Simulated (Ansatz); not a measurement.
Ideal-gas functions of `FBC(F)Cl` at 298.15 K and 1 bar, from an Ansatz frequency run at PBE0-D4/def2-TZVP.

Molar mass 98.29 g/mol, point group C1 (symmetry number 1), electronic degeneracy 1, moments of inertia 99.6, 165.81, 246.92 u Å². Harmonic wavenumbers (cm⁻¹, unscaled): 106, 183, 290, 337, 467, 702, 868, 998, 1075, 1119, 1207, 1311, 1431, 2669, 3123.

Use S(trans) = R[1.5 ln M + 2.5 ln T − 1.1517]; rotational temperatures θ = 24.2544 K / I; S(rot) = R[ln(√π/σ · √(T³/θAθBθC)) + 1.5]; for each mode x = 1.438777 ν̃/T, S = R[x/(eˣ − 1) − ln(1 − e⁻ˣ)] and H = RT x/(eˣ − 1); 1 cm⁻¹ = 0.0119627 kJ/mol; R = 8.31446 J/(mol·K).

Q: By hand: the entropy, in J/(mol·K).

A: Translation 166.1. Rotation: θ = 0.2435, 0.1463, 0.0982 K, giving 111.8. Vibration, mode by mode: 13.98, 9.61, 6.17, 5.13, 3.12, 1.27, 0.66, 0.39, 0.29, 0.24, 0.17, 0.11, 0.07, 0.00, 0.00, in all 41.2. Electronic 0.0. Sum 319.1 J/(mol·K).

Q: By hand: H − E and G − E in kJ/mol, counted from the electronic energy.

A: Zero-point energy ½ × 15886 × 0.0119627 = 95.0; thermal vibration 7.0; translation, rotation and pV give 4 RT = 9.9. H − E = 111.9 kJ/mol, and G − E = 111.9 − 298.15 × 319.1/1000 = 16.8 kJ/mol.

Vibration gives 13 % of the entropy, 14.0 J/(mol·K) of it from the mode under 150 cm⁻¹: soft modes count most, and the harmonic formula is weakest for them. The sum counts one conformer and one mirror image; others add a mixing term.
